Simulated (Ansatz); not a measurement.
Geometry optimisation, RKS r2SCAN-D4/def2-SVP in Ansatz 0.2.0.

input.yaml

```yaml
crystal:
  periodic: [false, false, false]
  atoms:
    - { symbol: F, position_ang: [-1.4156, 0.7549, 0.893] }
    - { symbol: C, position_ang: [-0.3651, 0.069, 1.1891] }
    - { symbol: Br, position_ang: [0.2001, 0.5457, 2.9676] }
    - { symbol: O, position_ang: [0.7339, 0.3936, 0.2656] }
    - { symbol: Si, position_ang: [0.4234, -0.1054, -1.3143] }
    - { symbol: H, position_ang: [-0.6128, -0.9793, 1.2162] }
    - { symbol: H, position_ang: [-0.6088, 0.7262, -1.9244] }
    - { symbol: H, position_ang: [0.0417, -1.5038, -1.2977] }
    - { symbol: H, position_ang: [1.64602, 0.74513, 0.1089] }
basis:
  gaussian: { orbitals: def2-SVP }
hamiltonian:
  xc: r2scan
  dispersion: d4
relax:
  f_tol: 0.02
  max_steps: 50
```

Launched with:

```bash
$ ansatz run input.yaml --threads 2 --pin off --max-ram 3072MiB --backend cpu --events-out ev --progress --plain --runs-dir out
```

Problem. Where does it end, and by what steps?

Solution. The run converged. After 15 steps the energy has fallen by 2.213 eV; H9 moved furthest, 0.63 Å.

| step | energy less start (eV) | largest force component (eV/Å) | accepted |
| --- | --- | --- | --- |
| 0 | 0.0000 | 5.538 | yes |
| 1 | -1.1796 | 3.311 | yes |
| 2 | -1.6958 | 1.529 | yes |
| 3 | -2.0016 | 1.018 | yes |
| 4 | -2.1091 | 1.043 | yes |
| 5 | -2.1413 | 0.670 | yes |
| 6 | -2.1770 | 0.496 | yes |
| 7 | -2.1986 | 0.224 | yes |
| 8 | -2.2030 | 0.052 | yes |
| 9 | -2.2068 | 0.051 | yes |
| 10 | -2.2054 | 0.407 | no |
| 11 | -2.2109 | 0.054 | yes |
| 12 | -2.2120 | 0.084 | yes |
| 13 | -2.2125 | 0.049 | yes |
| 14 | -2.2123 | 0.145 | no |
| 15 | -2.2128 | 0.020 | yes |

```xyz
9
Properties=species:S:1:pos:R:3
F -1.152 1.228 1.013
C -0.327 0.184 1.142
Br 0.312 0.116 2.997
O 0.757 0.308 0.280
Si 0.594 -0.178 -1.757
H -0.830 -0.762 0.898
H -0.875 0.252 -1.674
H 0.273 -1.599 -1.281
H 1.292 1.097 0.485
```

Whether the end is a true minimum wasn't checked by a vibrational analysis.

Time of the run: 95 s on 2 threads of Arm Neoverse V1 (shared host), peak memory 0.2 GiB.
